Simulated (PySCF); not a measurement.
A geometry optimisation on `N[Si](N)(C)C`.

Computed with PBE0-D3(BJ)/def2-SVP geometry optimisation, gas phase (PySCF 2.14.0). Start geometry: GFN2-xTB. A driver script takes a list of jobs; this job's settings line and coordinates (Å) are shown.

Command:
```bash
OMP_NUM_THREADS=1 python probes_run.py task.json out
```

Input:
```
{"job": {"xc": "PBE0", "basis": "def2-SVP", "d3": "d3bj", "grid": 1, "shake": 0.01, "kind": "geom"}, "charge": 0, "multiplicity": 1}
C      1.720790    -0.348610     0.492870
Si    -0.148670    -0.140390     0.033770
C     -0.434450     1.544190    -0.829100
N     -0.783200    -1.314330    -1.041070
N     -1.015090    -0.429040     1.495980
H      2.015410     0.432300     1.202700
H      2.343990    -0.226470    -0.387320
H      1.910920    -1.290800     0.923270
H     -0.093500     2.372480    -0.166980
H      0.135830     1.617620    -1.741730
H     -1.472180     1.699450    -1.043320
H     -0.537780    -1.290070    -1.999420
H     -0.872440    -2.260890    -0.727260
H     -2.032940    -0.472110     1.455000
H     -0.752030     0.089280     2.325360
```

Output:
```
step   0  E = -480.73203901  max force = 0.034792
step   1  E = -480.73757045  max force = 0.010035
step   2  E = -480.73802767  max force = 0.003015
step   3  E = -480.73811169  max force = 0.001113
step   4  E = -480.73813988  max force = 0.001209
step   5  E = -480.73816500  max force = 0.000968
step   6  E = -480.73817759  max force = 0.000441
optimisation converged
```

Energies in Eh; «max force» is the largest Cartesian gradient component in Eh/bohr.

Task: How much energy does the optimisation release, in kcal/mol?

Result: E(step 0) − E(last step) = 0.006139 Eh, which is 3.9 kcal/mol.

Summary of the converged run: final energy -480.73818 Eh after 6 steps; dipole 0.03 D.

The run took 39 s on one thread of an Arm Neoverse V1, shared host, and the process peaked at 0.54 GiB of memory.
Labels such as C1 count atoms from 1, the log's own numbers from 0.
